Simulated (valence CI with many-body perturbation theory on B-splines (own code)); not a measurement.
**Tb⁵¹⁺: electric-dipole lines**

Calculated by configuration interaction combined with many-body perturbation theory (CI+MBPT): four valence electrons over a frozen Dirac-Fock core [Ne], radial functions for each j: 11 s, 11 p, 9 d, 7 f, 5 g, 2 h, 1 i, with the one-electron correlation potential Σ1, the two-electron term Σ2, the three-electron term Σ3, Breit, model QED; selected CI, second order for the rest (own B-spline code, finite nucleus).

No measured spectrum was set against this ion. As an estimate, large intervals hold to a few tenths of a per cent, small ones and those within an open d or f shell to about a per cent.

Lines 151 to 200 of 228 in falling wavelength, among levels below 819.54 eV, chosen from the strongest by gf and those to the six lowest levels. Wavelengths and rates use the calculated energies. Electric multipoles are in the length gauge, E1 and E2 with the static RPA response of the core. Weak lines are less certain than strong ones. Lines between different terms over intervals too small for the method are left out, as are lines whose strength nearly cancels. The highest levels of a list are the least certain.

Levels are named by their leading jj configuration (3d3/2^4 stands for four electrons in 3d with j = 3/2), which in mixed levels can hold well under half, so a name can repeat and another be missing. Letters in brackets count levels of one name in rising energy.

```
λ vac (Å)                           Upper                   Lower   A (s⁻¹)  S (a.u.)
    33.94  (3s 3p1/2 3p3/2 3d3/2) J=2 [b]  (3s 3p1/2^2 3p3/2) J=2  1.74e+11  1.68e-02
    33.94  (3s 3p1/2 3p3/2 3d3/2) J=2 [c]  (3s 3p1/2^2 3p3/2) J=1  3.92e+10  3.78e-03
    33.60                (3s 3p3/2^3) J=1      (3s^2 3p3/2^2) J=2  1.29e+12  7.23e-02
    33.58  (3s 3p1/2 3p3/2 3d5/2) J=2 [a]  (3s^2 3p1/2 3d3/2) J=2  1.32e+09  1.23e-04
    33.36  (3s 3p1/2 3p3/2 3d3/2) J=1 [d]  (3s^2 3p1/2 3d3/2) J=2  1.36e+11  7.47e-03
    33.12  (3s 3p1/2 3p3/2 3d3/2) J=1 [b]  (3s 3p1/2^2 3p3/2) J=1  2.71e+10  1.46e-03
    33.09  (3s 3p1/2 3p3/2 3d3/2) J=2 [d]  (3s 3p1/2^2 3p3/2) J=1  2.01e+10  1.80e-03
    32.77  (3s 3p1/2 3p3/2 3d3/2) J=2 [e]  (3s^2 3p1/2 3d3/2) J=2  3.93e+11  3.41e-02
    32.77  (3s 3p1/2 3p3/2 3d5/2) J=3 [a]  (3s^2 3p1/2 3d3/2) J=2  9.80e+08  1.19e-04
    32.57  (3s 3p1/2 3p3/2 3d3/2) J=1 [c]  (3s 3p1/2^2 3p3/2) J=1  8.32e+10  4.26e-03
    32.52  (3s 3p1/2 3p3/2 3d5/2) J=2 [c]  (3s^2 3p1/2 3d3/2) J=1  1.24e+11  1.06e-02
    32.15              (3s^2 3d3/2^2) J=2  (3s^2 3p1/2 3d3/2) J=1  1.13e+12  9.24e-02
    32.00  (3s 3p1/2 3p3/2 3d5/2) J=3 [b]  (3s^2 3p1/2 3d3/2) J=2  3.20e+09  3.62e-04
    31.95  (3s 3p1/2 3p3/2 3d5/2) J=1 [a]  (3s^2 3p1/2 3d3/2) J=2  7.96e+09  3.84e-04
    31.92  (3s 3p1/2 3p3/2 3d5/2) J=2 [d]  (3s^2 3p1/2 3d3/2) J=1  3.00e+11  2.41e-02
    31.81  (3s 3p1/2 3p3/2 3d3/2) J=2 [c]  (3s 3p1/2^2 3p3/2) J=2  1.24e+11  9.86e-03
    31.68  (3s 3p1/2 3p3/2 3d5/2) J=2 [b]  (3s^2 3p1/2 3d3/2) J=2  5.26e+09  4.13e-04
    31.45  (3s 3p1/2 3p3/2 3d3/2) J=3 [b]  (3s 3p1/2^2 3p3/2) J=2  8.25e+11  8.87e-02
    31.41  (3s 3p1/2 3p3/2 3d5/2) J=2 [a]  (3s 3p1/2^2 3p3/2) J=1  9.09e+08  6.95e-05
    31.37          (3s^2 3p3/2 3d3/2) J=3  (3s^2 3p1/2 3p3/2) J=2  9.41e+11  1.00e-01
    31.24          (3s^2 3p3/2 3d3/2) J=2  (3s^2 3p1/2 3p3/2) J=2  1.25e+12  9.43e-02
    31.21  (3s 3p1/2 3p3/2 3d3/2) J=1 [d]  (3s 3p1/2^2 3p3/2) J=1  1.02e+12  4.61e-02
    31.17          (3s^2 3p3/2 3d3/2) J=1  (3s^2 3p1/2 3p3/2) J=2  1.50e+11  6.75e-03
    31.09  (3s 3p1/2 3p3/2 3d3/2) J=1 [b]  (3s 3p1/2^2 3p3/2) J=2  9.44e+11  4.20e-02
    31.06  (3s 3p1/2 3p3/2 3d3/2) J=2 [d]  (3s 3p1/2^2 3p3/2) J=2  1.13e+12  8.38e-02
    31.01  (3s 3p1/2 3p3/2 3d5/2) J=3 [c]  (3s^2 3p1/2 3d3/2) J=2  2.44e+08  2.51e-05
    30.72  (3s 3p1/2 3p3/2 3d3/2) J=3 [c]  (3s 3p1/2^2 3p3/2) J=2  1.86e+10  1.86e-03
    30.70  (3s 3p1/2 3p3/2 3d3/2) J=0 [b]  (3s 3p1/2^2 3p3/2) J=1  8.30e+11  1.19e-02
    30.70  (3s 3p1/2 3p3/2 3d3/2) J=2 [e]  (3s 3p1/2^2 3p3/2) J=1  5.64e+11  4.03e-02
    30.68  (3s 3p1/2 3p3/2 3d5/2) J=1 [b]  (3s^2 3p1/2 3d3/2) J=2  1.29e+09  5.52e-05
    30.62          (3s^2 3p3/2 3d3/2) J=2  (3s^2 3p1/2 3p3/2) J=1  5.69e+11  4.03e-02
    30.60  (3s 3p1/2 3p3/2 3d3/2) J=1 [c]  (3s 3p1/2^2 3p3/2) J=2  3.78e+10  1.60e-03
    30.56          (3s^2 3p3/2 3d3/2) J=1  (3s^2 3p1/2 3p3/2) J=1  1.30e+12  5.51e-02
    30.54              (3s^2 3d3/2^2) J=0  (3s^2 3p1/2 3d3/2) J=1  2.96e+12  4.16e-02
    30.48          (3s^2 3p1/2 3d3/2) J=1      (3s^2 3p1/2^2) J=0  1.76e+12  7.39e-02
    30.47          (3s^2 3p3/2 3d3/2) J=0  (3s^2 3p1/2 3p3/2) J=1  1.26e+12  1.75e-02
    29.98  (3s 3p1/2 3p3/2 3d5/2) J=1 [a]  (3s 3p1/2^2 3p3/2) J=1  5.68e+11  2.26e-02
    29.92  (3s 3p1/2 3p3/2 3d5/2) J=1 [c]  (3s^2 3p1/2 3d3/2) J=2  1.67e+09  6.64e-05
    29.82  (3s 3p1/2 3p3/2 3d5/2) J=3 [d]  (3s^2 3p1/2 3d3/2) J=2  2.68e+08  2.46e-05
    29.75  (3s 3p1/2 3p3/2 3d5/2) J=2 [c]  (3s^2 3p1/2 3d3/2) J=2  4.13e+10  2.68e-03
    29.73  (3s 3p1/2 3p3/2 3d5/2) J=2 [b]  (3s 3p1/2^2 3p3/2) J=1  8.50e+10  5.51e-03
    29.57  (3s 3p1/2 3p3/2 3d5/2) J=2 [a]  (3s 3p1/2^2 3p3/2) J=2  4.62e+10  2.95e-03
    29.44              (3s^2 3d3/2^2) J=2  (3s^2 3p1/2 3d3/2) J=2  8.34e+11  5.25e-02
    29.40  (3s 3p1/2 3p3/2 3d3/2) J=1 [d]  (3s 3p1/2^2 3p3/2) J=2  9.21e+08  3.47e-05
    29.25  (3s 3p1/2 3p3/2 3d5/2) J=2 [d]  (3s^2 3p1/2 3d3/2) J=2  1.38e+11  8.50e-03
    29.17          (3s^2 3p3/2 3d5/2) J=2  (3s^2 3p1/2 3p3/2) J=2  5.25e+09  3.22e-04
    28.95  (3s 3p1/2 3p3/2 3d3/2) J=2 [e]  (3s 3p1/2^2 3p3/2) J=2  5.17e+10  3.09e-03
    28.94  (3s 3p1/2 3p3/2 3d5/2) J=3 [a]  (3s 3p1/2^2 3p3/2) J=2  7.74e+10  6.48e-03
    28.85  (3s 3p1/2 3p3/2 3d5/2) J=1 [b]  (3s 3p1/2^2 3p3/2) J=1  2.88e+10  1.02e-03
    28.63          (3s^2 3p3/2 3d5/2) J=2  (3s^2 3p1/2 3p3/2) J=1  4.07e+08  2.36e-05
```
